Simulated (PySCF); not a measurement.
Geometry:
```json
{"atom": "C1", "x (Å)": "-2.215", "y (Å)": "0.356", "z (Å)": "1.156"}
{"atom": "O2", "x (Å)": "-0.933", "y (Å)": "0.008", "z (Å)": "0.698"}
{"atom": "C3", "x (Å)": "-0.926", "y (Å)": "-0.442", "z (Å)": "-0.640"}
{"atom": "C4", "x (Å)": "0.486", "y (Å)": "-0.894", "z (Å)": "-1.026"}
{"atom": "O5", "x (Å)": "1.354", "y (Å)": "0.175", "z (Å)": "-1.325"}
{"atom": "C6", "x (Å)": "1.829", "y (Å)": "0.881", "z (Å)": "-0.195"}
{"atom": "C7", "x (Å)": "2.753", "y (Å)": "0.096", "z (Å)": "0.604"}
{"atom": "N8", "x (Å)": "3.468", "y (Å)": "-0.547", "z (Å)": "1.221"}
{"atom": "H9", "x (Å)": "-2.101", "y (Å)": "0.665", "z (Å)": "2.192"}
{"atom": "H10", "x (Å)": "-2.899", "y (Å)": "-0.500", "z (Å)": "1.102"}
{"atom": "H11", "x (Å)": "-2.636", "y (Å)": "1.181", "z (Å)": "0.569"}
{"atom": "H12", "x (Å)": "-1.617", "y (Å)": "-1.291", "z (Å)": "-0.753"}
{"atom": "H13", "x (Å)": "-1.251", "y (Å)": "0.364", "z (Å)": "-1.316"}
{"atom": "H14", "x (Å)": "0.431", "y (Å)": "-1.480", "z (Å)": "-1.945"}
{"atom": "H15", "x (Å)": "0.895", "y (Å)": "-1.518", "z (Å)": "-0.221"}
{"atom": "H16", "x (Å)": "2.354", "y (Å)": "1.759", "z (Å)": "-0.586"}
{"atom": "H17", "x (Å)": "1.000", "y (Å)": "1.199", "z (Å)": "0.454"}
```

[PySCF 2.14: coordinates at the GFN2-xTB level; PBE0/pcSseg-1 with gauge-including orbitals; no relativistic terms; no solvent; rapidly exchanging positions averaged; single conformer]

Scale: TMS for $^{13}$C (σref 186.93) (reference shieldings calculated alike).

Do the $^{13}$C shifts follow the atomic charges (in e)? Tabulate both.

## Answers


```json
{"atoms": "C7", "hybridisation": "sp", "δ (ppm)": "121.2", "σ para (ppm)": "-196", "Hirshfeld": "+0.08", "IAO": "+0.12", "Mulliken": "+0.01", "ESP-fitted": "+0.33"}
{"atoms": "C3", "hybridisation": "sp3", "δ (ppm)": "81.9", "σ para (ppm)": "-143", "Hirshfeld": "-0.00", "IAO": "-0.07", "Mulliken": "+0.02", "ESP-fitted": "-0.02"}
{"atoms": "C4", "hybridisation": "sp3", "δ (ppm)": "71.1", "σ para (ppm)": "-131", "Hirshfeld": "+0.00", "IAO": "-0.06", "Mulliken": "+0.05", "ESP-fitted": "-0.02"}
{"atoms": "C1", "hybridisation": "sp3", "δ (ppm)": "61.6", "σ para (ppm)": "-118", "Hirshfeld": "-0.04", "IAO": "-0.20", "Mulliken": "-0.02", "ESP-fitted": "-0.22"}
{"atoms": "C6", "hybridisation": "sp3", "δ (ppm)": "57.5", "σ para (ppm)": "-116", "Hirshfeld": "+0.03", "IAO": "-0.10", "Mulliken": "+0.12", "ESP-fitted": "-0.05"}
```

Correlation coefficients of δ with charge over these carbons: Hirshfeld +0.79, IAO +0.91, Mulliken -0.36, ESP-fitted +0.92; with the paramagnetic shielding -1.00. Among the 4 sp3 carbons alone: Hirshfeld -0.06, IAO +0.55, Mulliken -0.36, ESP-fitted +0.50. With so few points, grouped by hybridisation, these coefficients are fragile. Charge is one influence among several: hybridisation and low-lying excitations act through the paramagnetic term.

Shifts are as computed. Against solution values, carbons near 30 ppm lie about +3 ppm off and those near 130 ppm about +5 ppm. Of 1211 compounds with measured shifts, 218 miss one by over three times the rms of a fit or turn the order of signals round; such compounds aren't used in these exercises.
